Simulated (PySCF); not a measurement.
PySCF job for C₃H₅NOSi, SMILES N#CC[SiH2]C=O, B3LYP-D3(BJ)/def2-SVP. Coordinates come from a B3LYP-D3(BJ)/def2-SVP optimisation. The structure was generated by enumeration, and PubChem lists no compound with its InChIKey, so it may never have been made. One conformer was computed; it need not be the lowest.

```python
import numpy as np
from pyscf import gto, scf, dft, df
from pyscf.hessian import thermo

mol = gto.M(
    atom='''
    N     0.04959120    3.25968495    0.00000000
    C     0.34916294    2.13953700   -0.00000000
    C     0.67214628    0.72302921   -0.00000000
    Si   -0.87165669   -0.39057592    0.00000000
    C    -0.15482748   -2.18905723   -0.00000000
    O     1.04349747   -2.36344130    0.00000000
    H     1.28074970    0.46742877   -0.88303941
    H     1.28074970    0.46742877    0.88303941
    H    -1.70030719   -0.17197106    1.21758949
    H    -1.70030719   -0.17197106   -1.21758949
    H    -0.85170002   -3.07417060    0.00000000
    ''',
    basis='def2-SVP',
    charge=0,
    spin=0,
    max_memory=1600,
    verbose=3,
)
mf = dft.RKS(mol, xc='b3lyp').density_fit(auxbasis='def2-universal-jkfit')
mf.disp = 'd3bj'
mf.grids.level = 3
mf.conv_tol = 1e-11
mf.max_cycle = 100
mf.kernel()

# analytic Hessian; the response equations are solved on a coarser grid
h, args, fine = mf.Hessian(), (mf.mo_energy, mf.mo_coeff, mf.mo_occ), mf.grids
h.max_memory = max(150, 2.5e-5 * df.make_auxmol(mol, mf.with_df.auxbasis).nao * mol.nelec[0] * (mol.nelec[0] + mol.nao))  # MB; small integral blocks
h1ao = h.make_h1(mf.mo_coeff, mf.mo_occ)
mf.grids = dft.Grids(mol).set(level=1).build(with_non0tab=True)
mo1, mo_e1 = h.solve_mo1(*args, h1ao)
mf.grids = fine
hess = h.hess_elec(*args, mo1, mo_e1, h1ao) + h.hess_nuc()
if mf.do_disp():
    hess += h.get_dispersion()
for i in range(mol.natm):  # the analytic DFT Hessian lacks the response of the grid: restore translational invariance
    hess[i, i] -= hess[i].sum(axis=0)
hess = (hess + hess.transpose(1, 0, 3, 2)) / 2
vib = thermo.harmonic_analysis(mol, hess, imaginary_freq=False)
thermo.dump_normal_mode(mol, vib)
th = thermo.thermo(mf, vib['freq_au'][vib['freq_au'] > 0], 298.15, 101325)
thermo.dump_thermo(mol, th)
g0 = mf.nuc_grad_method().set(verbose=0).kernel()

# dipole derivatives [dipole axis, atom, xyz] from the same response
r, irp = mol.intor('int1e_r'), mol.intor('int1e_irp').reshape(3, 3, mol.nao, mol.nao)
sl, dm0, ok = mol.aoslice_by_atom(), np.array(mf.make_rdm1()), []
dmu = np.einsum('a,xt->xat', mol.atom_charges(), np.eye(3))
for a, (_, _, p0, p1) in enumerate(sl):
    dmu[:, a] += 2 * np.einsum('xtij,ij->xt', irp[:, :, :, p0:p1], dm0.reshape(-1, mol.nao, mol.nao).sum(0)[:, p0:p1])
    for u, c, occ, f in [(mo1, mf.mo_coeff, mf.mo_occ, 4)]:
        dmu[:, a] -= f * np.einsum('tui,xuv,vi->xt', u[a], r, c[:, occ > 0], optimize=True)
L = vib['norm_mode']
ir = 974.8801 * (np.einsum('xat,kat->kx', dmu, L) ** 2).sum(1)       # km/mol
apt = np.einsum('xax->a', dmu) / 3

# polarisability derivatives from nuclear gradients in small electric fields
h0, F = mf.get_hcore(), 0.005
def in_field(f, guess):
    m = mf.copy()
    m.verbose, m.conv_tol, m.conv_tol_grad = 0, 1e-11, 2e-7
    m.get_hcore = lambda *a: h0 + np.einsum('x,xij->ij', f, r)
    m.kernel(guess)
    ok.append(m.converged)
    dm = np.array(m.make_rdm1())
    g = m.nuc_grad_method().kernel() - np.outer(mol.atom_charges(), f)
    for a, (_, _, p0, p1) in enumerate(sl):
        g[a] -= 2 * np.einsum('x,xtij,ij->t', f, irp[:, :, :, p0:p1], dm[:, p0:p1])
    return g, -np.einsum('xij,ij->x', r, dm), dm
E = np.eye(3) * F
g0, _, dm0 = in_field(np.zeros(3), dm0)
gp = [in_field(e, dm0) for e in E]
gm = [in_field(-e, 2 * dm0 - p[2]) for e, p in zip(E, gp)]
alpha = np.array([(p[1] - q[1]) / (2 * F) for p, q in zip(gp, gm)])  # bohr^3
check = abs(np.array([-(p[0] - q[0]) / (2 * F) for p, q in zip(gp, gm)]) - dmu).max()
print('static polarisability / bohr^3:', alpha.round(3))
print('largest difference of analytic and finite-field dipole derivatives / e:', check)
da = np.zeros((3, 3, mol.natm, 3))
for x in range(3):
    da[x, x] = -(gp[x][0] + gm[x][0] - 2 * g0) / F**2
for x, y in ((0, 1), (0, 2), (1, 2)):
    up, down = in_field(E[x] + E[y], gp[x][2] + gp[y][2] - dm0), in_field(-E[x] - E[y], gm[x][2] + gm[y][2] - dm0)
    both = -(up[0] + down[0] - 2 * g0) / F**2
    da[x, y] = da[y, x] = (both - da[x, x] - da[y, y]) / 2
aq = np.einsum('xyat,kat->kxy', da, L) * 0.529177210903**2           # A^2/amu^1/2
a = np.einsum('kxx->k', aq) / 3
g2 = 1.5 * (aq**2).sum((1, 2)) - 4.5 * a**2
raman, depol = 45 * a**2 + 7 * g2, 3 * g2 / (45 * a**2 + 4 * g2 + 1e-12)
print('mode   freq/cm-1   IR/(km/mol)   Raman/(A^4/amu)   depolarisation')
for k, w in enumerate(vib['freq_wavenumber']):
    print(f'{k + 1:4d} {w:11.2f} {ir[k]:13.3f} {raman[k]:17.3f} {depol[k]:16.3f}')
print('max |gradient| / (hartree/bohr):', abs(g0).max())
print('APT charges:', apt.round(4))
```

Program output:

```
converged SCF energy = -536.515447807453

WARN: DFTD3 does not support analytical Hessian, using finite difference


WARN: Mole.unit (angstrom) is changed to Bohr

Mode                                 0                   1                   2
Irrep
Freq [cm^-1]                       31.8882             97.6559             98.3219
Reduced mass [au]                   3.6727              7.5736              2.2391
Force const [Dyne/A]                0.0022              0.0426              0.0128
Char temp [K]                      45.8800            140.5052            141.4634
Normal mode                   x     y     z       x     y     z       x     y     z
       0   N                -0.00 -0.00  0.13   -0.14 -0.02 -0.00    0.00  0.00 -0.04
       1   C                -0.00 -0.00 -0.01   -0.01  0.02 -0.00    0.00 -0.00 -0.01
       2   C                 0.00  0.00 -0.17    0.09  0.04  0.00   -0.00 -0.00  0.01
       3  Si                 0.00  0.00 -0.03    0.08  0.04  0.00   -0.00 -0.00  0.05
       4   C                -0.00  0.00  0.02   -0.04 -0.01 -0.00    0.00  0.00 -0.17
       5   O                -0.00 -0.00  0.10   -0.06 -0.12  0.00    0.00  0.00  0.09
       6   H                -0.12  0.08 -0.28    0.09  0.07 -0.00   -0.02 -0.01 -0.01
       7   H                 0.12 -0.08 -0.28    0.09  0.07  0.00    0.02  0.01 -0.01
       8   H                 0.08  0.05  0.01    0.09  0.08 -0.00    0.14 -0.13  0.17
       9   H                -0.08 -0.05  0.01    0.09  0.08  0.00   -0.14  0.13  0.17
      10   H                -0.00  0.00 -0.02   -0.13  0.06 -0.00    0.00 -0.00 -0.53
Mode                                 3                   4                   5
Irrep
Freq [cm^-1]                      169.8873            378.3671            407.3975
Reduced mass [au]                   8.3801              2.7557              9.1824
Force const [Dyne/A]                0.1425              0.2324              0.8979
[...]
       3  Si                -0.05  0.04  0.00   -0.08 -0.04 -0.00    0.00  0.00  0.04
       4   C                 0.01 -0.19  0.00    0.02  0.08 -0.00   -0.00 -0.00 -0.01
       5   O                 0.03  0.00 -0.00    0.00 -0.02  0.00   -0.00  0.00  0.00
       6   H                 0.08  0.07 -0.01    0.22  0.16 -0.02    0.39  0.02  0.12
       7   H                 0.08  0.07  0.01    0.22  0.16  0.02   -0.39 -0.02  0.12
       8   H                 0.02  0.33 -0.00   -0.10 -0.12 -0.00   -0.25 -0.26 -0.08
       9   H                 0.02  0.33  0.00   -0.10 -0.12  0.00    0.25  0.26 -0.08
      10   H                 0.15 -0.30  0.00   -0.03  0.11  0.00    0.00 -0.00  0.07
Mode                                12                  13                  14
Irrep
Freq [cm^-1]                      844.5893            910.2791            939.6573
Reduced mass [au]                   1.4608              1.5937              1.0564
Force const [Dyne/A]                0.6139              0.7781              0.5496
Char temp [K]                    1215.1760           1309.6889           1351.9577
Normal mode                   x     y     z       x     y     z       x     y     z
       0   N                -0.01  0.01 -0.00   -0.00  0.00 -0.00    0.00 -0.01  0.00
       1   C                 0.02  0.02  0.00    0.00  0.00  0.00    0.00 -0.01 -0.00
       2   C                -0.03 -0.02 -0.00   -0.00 -0.00  0.00   -0.01  0.02  0.00
       3  Si                -0.01 -0.08  0.00    0.00 -0.00  0.03    0.04 -0.01 -0.00
       4   C                 0.02  0.09  0.00    0.00  0.00 -0.17    0.00  0.00 -0.00
       5   O                 0.00 -0.02 -0.00   -0.00 -0.00  0.04    0.00  0.00  0.00
       6   H                 0.01  0.03  0.01   -0.01 -0.02  0.00    0.00  0.01  0.01
       7   H                 0.01  0.03 -0.01    0.01  0.02  0.00    0.00  0.01 -0.01
       8   H                 0.16  0.54  0.00   -0.04  0.24 -0.05   -0.54  0.15 -0.40
       9   H                 0.16  0.54 -0.00    0.04 -0.24 -0.05   -0.54  0.15  0.40
      10   H                -0.05  0.16 -0.00   -0.00  0.00  0.69   -0.02  0.03  0.00
Mode                                15                  16                  17
Irrep
Freq [cm^-1]                      973.4488           1149.5958           1191.7557
Reduced mass [au]                   3.0251              1.1437              1.6220
Force const [Dyne/A]                1.6889              0.8906              1.3573
Char temp [K]                    1400.5762           1654.0124           1714.6711
Normal mode                   x     y     z       x     y     z       x     y     z
       0   N                 0.03 -0.12 -0.00   -0.00 -0.00  0.01    0.01 -0.03  0.00
       1   C                 0.05 -0.07  0.00    0.00  0.00 -0.09   -0.03 -0.02 -0.00
       2   C                -0.06  0.17 -0.00   -0.00 -0.00  0.05    0.08  0.16  0.00
       3  Si                -0.01 -0.01  0.00   -0.00  0.00  0.01   -0.00 -0.02  0.00
       4   C                -0.00 -0.01 -0.00    0.00 -0.00 -0.01   -0.00 -0.00 -0.00
       5   O                -0.00  0.00 -0.00    0.00 -0.00  0.00   -0.00  0.00 -0.00
       6   H                 0.02  0.37  0.01    0.12  0.64 -0.05   -0.32 -0.42 -0.10
       7   H                 0.02  0.37 -0.01   -0.12 -0.64 -0.05   -0.32 -0.42  0.10
       8   H                 0.04  0.00  0.03   -0.05 -0.04 -0.01    0.02  0.06  0.01
       9   H                 0.04  0.00 -0.03    0.05  0.04 -0.01    0.02  0.06 -0.01
      10   H                -0.01 -0.01  0.00    0.00 -0.00  0.02   -0.02  0.01  0.00
Mode                                18                  19                  20
Irrep
Freq [cm^-1]                     1383.4442           1401.6313           1779.5826
Reduced mass [au]                   1.2052              1.1084             11.9593
Force const [Dyne/A]                1.3590              1.2829             22.3149
Char temp [K]                    1990.4682           2016.6354           2560.4232
Normal mode                   x     y     z       x     y     z       x     y     z
       0   N                 0.00 -0.00  0.00   -0.01  0.01 -0.00   -0.00  0.00 -0.00
       1   C                -0.00 -0.00 -0.00    0.02  0.01  0.00   -0.00 -0.00  0.00
       2   C                -0.01  0.01  0.00    0.05 -0.07 -0.00   -0.00 -0.00 -0.00
       3  Si                 0.01 -0.00 -0.00    0.00  0.00  0.00   -0.00  0.00  0.00
       4   C                -0.01  0.09 -0.00    0.00  0.01  0.00    0.21 -0.04  0.00
       5   O                -0.05 -0.04  0.00   -0.01 -0.00 -0.00   -0.16  0.03 -0.00
       6   H                 0.03 -0.03  0.04   -0.42  0.30 -0.42    0.00 -0.01  0.00
       7   H                 0.03 -0.03 -0.04   -0.42  0.30  0.42    0.00 -0.01 -0.00
       8   H                -0.01 -0.00 -0.02   -0.01 -0.00 -0.01   -0.00 -0.00  0.01
       9   H                -0.01 -0.00  0.02   -0.01 -0.00  0.01   -0.00 -0.00 -0.01
      10   H                 0.76 -0.48 -0.00    0.07 -0.04 -0.00   -0.00  0.10 -0.00
Mode                                21                  22                  23
Irrep
Freq [cm^-1]                     2233.9612           2242.3318           2374.4839
Reduced mass [au]                   1.0301              1.0525             12.5344
Force const [Dyne/A]                3.0288              3.1179             41.6382
Char temp [K]                    3214.1728           3226.2161           3416.3537
Normal mode                   x     y     z       x     y     z       x     y     z
       0   N                 0.00 -0.00 -0.00    0.00 -0.00  0.00    0.04 -0.16  0.00
       1   C                -0.00  0.00 -0.00   -0.00  0.00  0.00   -0.06  0.22  0.00
       2   C                -0.00 -0.00 -0.00   -0.00 -0.00 -0.00    0.01 -0.03  0.00
       3  Si                 0.03 -0.01  0.00    0.00 -0.00 -0.04   -0.00 -0.00  0.00
       4   C                -0.00  0.00  0.00   -0.00  0.00 -0.00    0.00 -0.00 -0.00
       5   O                 0.00 -0.00 -0.00    0.00 -0.00 -0.00   -0.00  0.00  0.00
       6   H                 0.00  0.00 -0.00    0.00 -0.00 -0.00    0.00 -0.02 -0.00
       7   H                 0.00  0.00  0.00   -0.00  0.00 -0.00    0.00 -0.02  0.00
       8   H                -0.38  0.10  0.58   -0.39  0.10  0.56    0.01  0.00 -0.01
       9   H                -0.38  0.10 -0.58    0.39 -0.10  0.56    0.01  0.00  0.01
      10   H                 0.02  0.01  0.00    0.00  0.00 -0.00   -0.00  0.00 -0.00
Mode                                24                  25                  26
Irrep
Freq [cm^-1]                     2821.8515           3056.5193           3108.5871
Reduced mass [au]                   1.0829              1.0603              1.1037
Force const [Dyne/A]                5.0804              5.8365              6.2837
Char temp [K]                    4060.0160           4397.6508           4472.5648
Normal mode                   x     y     z       x     y     z       x     y     z
       0   N                 0.00  0.00  0.00   -0.00  0.00 -0.00   -0.00  0.00 -0.00
       1   C                -0.00 -0.00 -0.00    0.00 -0.00 -0.00    0.00 -0.00  0.00
       2   C                -0.00 -0.00  0.00    0.06 -0.03  0.00    0.00 -0.00 -0.09
       3  Si                 0.00 -0.00  0.00    0.00 -0.00  0.00    0.00 -0.00 -0.00
       4   C                 0.04  0.07 -0.00    0.00  0.00 -0.00    0.00 -0.00  0.00
       5   O                 0.00 -0.00  0.00   -0.00 -0.00  0.00   -0.00  0.00  0.00
       6   H                 0.00 -0.00 -0.00   -0.37  0.16  0.56   -0.38  0.15  0.53
       7   H                 0.00 -0.00  0.00   -0.37  0.16 -0.56    0.38 -0.15  0.53
       8   H                -0.01  0.01  0.01   -0.00 -0.00  0.00   -0.00 -0.00  0.00
       9   H                -0.01  0.01 -0.01   -0.00 -0.00 -0.00    0.00  0.00  0.00
      10   H                -0.58 -0.76  0.00   -0.00 -0.00  0.00    0.00  0.00 -0.00
temperature 298.1500 [K]
pressure 101325.00 [Pa]
Rotational constants [GHz] 8.37919 1.34450 1.18334
Symmetry number 1
Zero-point energy (ZPE) 0.07112 [Eh]   186734.342 [J/mol]
                           tot       elec      trans        rot        vib
Entropy [J/mol/K]       368.456      0.000    166.075    115.395     86.986
Cv [J/mol/K]            106.956      0.000     12.472     12.472     82.013
Cp [J/mol/K]            115.270      0.000     20.786     12.472     82.013
Internal energy [J/mol]                      3718.434   3718.434 199579.570
Internal energy [Eh]   -536.43660  -536.51545
Enthalpy [J/mol]                             6197.391   3718.434 199579.570
Enthalpy [Eh]          -536.43566
Gibbs free energy [J/mol]                  -43317.982 -30686.437 173644.776
Gibbs free energy [Eh] -536.47750
static polarisability / bohr^3: [[56.924 -1.945 -0.   ]
 [-1.941 79.494  0.   ]
 [ 0.    -0.    43.639]]
largest difference of analytic and finite-field dipole derivatives / e: 0.00203824272732267
mode   freq/cm-1   IR/(km/mol)   Raman/(A^4/amu)   depolarisation
   1       31.89        13.284             1.312            0.750
   2       97.66        11.471             0.978            0.732
   3       98.32         3.872             2.557            0.750
   4      169.89         1.234             2.042            0.496
   5      378.37         0.156             2.646            0.750
   6      407.40        18.389             4.690            0.462
   7      431.29        10.599             5.365            0.750
   8      479.73         6.796             2.191            0.109
   9      557.61         1.670            12.702            0.750
  10      596.21        39.253            22.163            0.272
  11      725.49        10.562             9.747            0.368
  12      833.98        24.035             8.690            0.750
  13      844.59       139.058            12.892            0.456
  14      910.28        13.492             0.608            0.750
  15      939.66        71.748            15.710            0.750
  16      973.45         1.667             1.677            0.211
  17     1149.60         1.421             3.123            0.750
  18     1191.76        39.865            20.149            0.383
  19     1383.44        27.746             6.591            0.473
  20     1401.63         7.756             7.866            0.600
  21     1779.58       110.140            20.710            0.613
  22     2233.96        51.763           177.169            0.094
  23     2242.33        87.026            79.433            0.750
  24     2374.48        31.950           110.479            0.276
  25     2821.85       161.623           315.283            0.347
  26     3056.52         1.501            97.613            0.045
  27     3108.59         1.281            57.904            0.750
max |gradient| / (hartree/bohr): 5.867214424667343e-05
APT charges: [-0.3267  0.1697 -0.2795  1.0352  0.4482 -0.5651  0.0559  0.0559 -0.2426
 -0.2426 -0.1084]
```

The run converged.

Cost: about 9 core-minutes (a rough figure).
